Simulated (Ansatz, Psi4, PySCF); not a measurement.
I3Si (SMILES I[Si](I)I), doublet, geometry from GFN2-xTB (core potentials on I). Base run: WB97X-V/def2-SVP in PySCF.

Input for PySCF:
```python
from pyscf import gto, scf, dft

mol = gto.Mole()
mol.atom = '''
    I    -1.93127252   -1.33453319   -0.03701836
    Si    0.01593701   -0.00484828    0.77588505
    I     2.11920502   -1.00358043   -0.11814888
    I    -0.19214227    2.33939430   -0.04978353
'''
mol.basis = 'def2-svp'
mol.ecp = {'I': 'def2-svp'}
mol.spin = 1
mol.verbose = 4
mol.build()

mf = dft.UKS(mol)
mf.xc = 'wb97x_v'
mf.kernel()
```

The same geometry, method and basis name were run in Ansatz (a program for electronic structure) and Psi4 and PySCF, at each program's defaults and at the settings that a row names. The base is PySCF at its defaults. Differences at the defaults can come from grids, fitting, cores and function types together.

```
code and settings                                                                             ΔE vs base (µEh)  basis functions       E (Eh)  SCF cycles  dipole (D)
--------------------------------------------------------------------------------------------  ----------------  ---------------  -----------  ----------  ----------
PySCF, defaults (exact integrals, its default grid, spherical functions)                                   0.0               96  -1182.49097          14        0.41
Psi4, defaults (density fitting with its default set, its default grid, spherical functions)              19.1               96  -1182.49095          10        0.41
Ansatz, defaults (factorised integrals, its default grid, spherical functions)                            -2.8               96  -1182.49097           -           -
PySCF, density fitting with def2-universal-jkfit                                                         -20.6               96  -1182.49099          14        0.41
PySCF, fine grid                                                                                          -0.4               96  -1182.49097          14        0.41
Psi4, exact integrals, spherical functions, fine grid                                                      2.2               96  -1182.49096          14        0.41
Ansatz, high accuracy                                                                                     -2.9               96  -1182.49097           -           -
```

Open shells are given as the SCF converged; they aren't shown to be the lowest states, and a large step between rows can be another state.
